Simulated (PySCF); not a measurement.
How methods differ on the ionisation energy of Fe

Fe [Ar] 3d6 4s2 (5D) → Fe⁺ [Ar] 3d6 4s1 (6D), as a difference of total energies. Computed with PySCF 2.14 in aug-cc-pVDZ (7s6p4d2f, 59 functions), with the non-relativistic Hamiltonian (point nucleus). Correlated levels: valence: [Ar] frozen. The calculations carry no spin-orbit coupling.

```json
{"method": "UHF", "ionisation energy (eV)": "6.369"}
{"method": "LDA", "ionisation energy (eV)": "8.023"}
{"method": "PBE", "ionisation energy (eV)": "7.722"}
{"method": "PBE0", "ionisation energy (eV)": "7.537"}
{"method": "B97-3", "ionisation energy (eV)": "7.985"}
{"method": "M06-2X", "ionisation energy (eV)": "8.238"}
{"method": "M06-L", "ionisation energy (eV)": "8.016"}
{"method": "TPSSh", "ionisation energy (eV)": "7.484"}
```

Problem. Estimate what MP2 (valence) gives.

Solution. 7.394 eV, closest to TPSSh among the rows shown.

Problem. Estimate what SCS-MP2 (valence) gives.

Solution. 7.566 eV, closest to PBE0 among the rows shown.

These non-relativistic numbers lack the scalar-relativistic shift.

Errors of the correlated levels include the incompleteness of this basis and the frozen core.

MP2 underrates the near-degeneracy of ns² with np² in the lower species.

For comparison: 7.904 eV (measured; NIST levels, between the centres of gravity of the two terms).
